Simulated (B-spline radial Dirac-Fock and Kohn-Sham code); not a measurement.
Core-hole lifetimes of Bi²⁺

System: Bi²⁺ in the configuration 1s2 2s2 2p6 3s2 3p6 3d10 4s2 4p6 4d10 4f14 5s2 5p6 5d10 6s2 6p1.

Calculated with a radial B-spline solver, using a relativistic independent-particle model: LDA orbitals of the hole state, radiative multipoles to third order, Auger rates from the Coulomb interaction with a continuum orbital, Dirac-Fock energies.

Partial widths are in eV. Coster-Kronig decay leaves a hole in the same principal shell; its rates are the weakest part of the model, often 1.5 to 2.5 times too large and more for N holes. Holes without an open Auger channel, or with an unreliable SCF state, are not listed.

```
hole  radiative  Auger  Coster-Kronig  total  fluorescence yield  lifetime (fs)
   K       59.7   1.77              0   61.5               0.971         0.0107
  L1       1.45   2.08           11.1   14.6              0.0992         0.0451
  L2       2.51   2.98          0.777   6.27               0.401          0.105
  L3       2.19   4.07              0   6.26               0.350          0.105
  M1     0.0591   1.34           17.4   18.8             0.00315         0.0351
  M2     0.0661   1.44           11.8   13.3             0.00497         0.0494
  M3     0.0714   1.87           8.78   10.7             0.00666         0.0614
  M4     0.0889   2.55          0.156   2.79              0.0319          0.236
  M5     0.0834   2.69              0   2.77              0.0301          0.237
  N1    0.00250  0.258           12.9   13.1            0.000190         0.0501
  N2    0.00375  0.266           12.7   13.0            0.000289         0.0507
  N3    0.00253  0.292           8.55   8.84            0.000286         0.0745
  N4    0.00231  0.408           6.86   7.27            0.000318         0.0905
  N5    0.00193  0.462           6.22   6.69            0.000288         0.0985
  N6   2.69e-05  0.136              0  0.136            0.000199           4.85
  N7   2.46e-05  0.130              0  0.130            0.000189           5.06
```
